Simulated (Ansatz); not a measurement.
```yaml
crystal:
  periodic: [false, false, false]
  atoms:
    - {symbol: C, position_ang: [-0.902243, 0.736082, 4.430059]}
    - {symbol: C, position_ang: [1.833022, 0.793001, 2.680662]}
    - {symbol: Ge, position_ang: [2.226679, -3.473728, 0.775724]}
    - {symbol: C, position_ang: [-0.075678, -3.474249, -2.697912]}
    - {symbol: C, position_ang: [-0.381802, 0.196553, -3.967282]}
    - {symbol: H, position_ang: [-2.193470, -0.861497, 5.042926]}
    - {symbol: H, position_ang: [-1.251058, 3.837646, 5.735229]}
    - {symbol: H, position_ang: [-2.737630, 0.314704, 2.335375]}
    - {symbol: H, position_ang: [3.698736, 1.515061, 4.498893]}
    - {symbol: H, position_ang: [2.212435, 2.565048, 1.308182]}
    - {symbol: H, position_ang: [0.583011, -4.137304, -3.946010]}
    - {symbol: H, position_ang: [-2.240951, -3.500018, -2.496091]}
    - {symbol: H, position_ang: [1.411063, 0.679224, -4.841468]}
    - {symbol: H, position_ang: [-2.042363, -0.338938, -5.725014]}
    - {symbol: H, position_ang: [-1.985873, 1.961698, -2.374455]}
basis:
  gaussian: {orbitals: def2-mTZVP}
hamiltonian: {xc: {name: wB97}, pseudopotentials: {relativity: none}}
accuracy: high
```

```sh
$ ansatz run in.yaml --threads 2 --pin off --events-out ev --progress --plain --max-ram 32768MiB --backend cpu
```

Output, abridged:

```
Functional definition: wB97
2791 factors; integrals over basis functions are off by at most 1.7e-7 eV
1079 factors; integrals over basis functions are off by at most 1.2e-8 eV
mean field evaluation 1: about -60745.8729 eV, gradient 5.0e1 eV
mean field evaluation 2: about -60563.0877 eV, gradient 1.8e2 eV
mean field evaluation 4: about -60757.0326 eV, gradient 3.1e1 eV
mean field evaluation 8: about -60757.0321 eV, gradient 3.1e1 eV
mean field evaluation 16: about -60766.7751 eV, gradient 5.6e-3 eV
mean field -60766.77506168 eV, -2233.1377943174 hartree, gradient 5.1e-8 eV, S^2 0.000000; 6 other end points of the search recorded, 0 dependent functions left out
reference -60766.77505945 eV, -2233.1377942352 hartree; 33, 33 occupied and 109, 109 virtual orbitals, 2791 factors
Total energy: -60766.77505945 eV, -2233.1377942352 hartree
```

Question: What is wrong with this run?

Answer: The geometry is stretched to more than twice its size. The calculation finished and met its thresholds. The result belongs to that input, not to the molecule as meant.
